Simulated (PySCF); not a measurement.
## Field gradients at the hydrogen positions

Species: C₃H₁₂Si₄.
Structure used (GFN2-xTB), in Å, numbered top down from 1:
```xyz
19
C3H12Si4 angstrom
C      2.3432    1.4650    0.3544
C      1.8891    1.0427   -0.6706
C      1.3130    0.4796   -1.8626
Si     0.3279   -1.1131   -1.4406
Si    -1.0904   -0.5814    0.3288
Si    -2.2946    1.3712   -0.0769
Si    -0.0087   -0.5599    2.3905
H      2.7647    1.8681    1.2258
H      2.1106    0.2632   -2.5750
H      0.6534    1.2182   -2.3240
H     -0.2954   -1.5292   -2.7074
H      1.3279   -2.1500   -1.1432
H     -2.0790   -1.6889    0.3637
H     -3.3908    1.5853    0.8704
H     -1.4234    2.5451    0.0172
H     -2.8987    1.4159   -1.4125
H     -0.7857   -1.1942    3.4595
H      1.2820   -1.2514    2.3578
H      0.2451    0.8119    2.8374
```

Level: PBE0/pcSseg-1 (PySCF, non-relativistic); Q(2H) = 0.00286 b; rigid geometry, the same for H and D, with no vibrational averaging.

Problem. Rank these positions by the coupling χzz of a deuteron there, largest first.
A. H8 (alkyne hydrogen)
B. H13 (Si–H hydrogen)
C. H10 (methylene hydrogen)
D. H18 (Si–H hydrogen)

Solution. A (268 kHz), C (207 kHz), D (110 kHz), B (103 kHz).

Problem. Tabulate Vzz, the asymmetry η and χzz = 234.96 MHz × Q × Vzz for every hydrogen position.

Solution. 
| atom | bonded to | bond length (Å) | Vzz (au) | η | χzz (kHz) |
| --- | --- | --- | --- | --- | --- |
| H8 | C1 | 1.049 | 0.3986 | 0.01 | 268 |
| H9 | C3 | 1.091 | 0.3106 | 0.04 | 209 |
| H10 | C3 | 1.092 | 0.3075 | 0.03 | 207 |
| H11 | Si4 | 1.472 | 0.1581 | 0.02 | 106 |
| H12 | Si4 | 1.471 | 0.1586 | 0.02 | 107 |
| H13 | Si5 | 1.485 | 0.1535 | 0.00 | 103 |
| H14 | Si6 | 1.464 | 0.1645 | 0.01 | 111 |
| H15 | Si6 | 1.465 | 0.1633 | 0.01 | 110 |
| H16 | Si6 | 1.467 | 0.1630 | 0.01 | 110 |
| H17 | Si7 | 1.466 | 0.1633 | 0.00 | 110 |
| H18 | Si7 | 1.465 | 0.1644 | 0.01 | 110 |
| H19 | Si7 | 1.465 | 0.1646 | 0.01 | 111 |

Problem. Average by the element that carries the hydrogen.

Solution. on C: 228 kHz over 3 positions, mean bond length 1.077 Å; on Si: 109 kHz over 9 positions, mean bond length 1.469 Å.

Problem. How does χzz go with the bond length over the 9 Si–H bonds?

Solution. A straight-line fit has a slope of -3.8 kHz for each 0.01 Å, with a correlation coefficient of -0.96, over lengths from 1.464 to 1.485 Å. The longer bonds have the smaller couplings here.

Problem. A static deuteron (I = 1) shows a doublet split by (3/2)χ, (3/4)χ(1 + η) and (3/4)χ(1 − η) with the field along z, y and x of the gradient. What are these for H13?

Solution. With |χ| = 103.2 kHz and η = 0.003: 155, 78 and 77 kHz, to first order and without motion.

One conformer (not necessarily the lowest) at the GFN2-xTB geometry, without solvent, vibrations or thermal averaging. GFN2-xTB bond lengths can be off by several hundredths of an ångström, more for odd bonds, and the gradients follow them. The small basis limits the accuracy of the gradients.

These values come from a run that also computed NMR shieldings. The run took 66 s wall (with the writing of density and orbital grids) on one thread of an Arm Neoverse V1, shared host with 32 logical CPUs at a one-minute load of 18, and the process peaked at 0.92 GiB of memory.
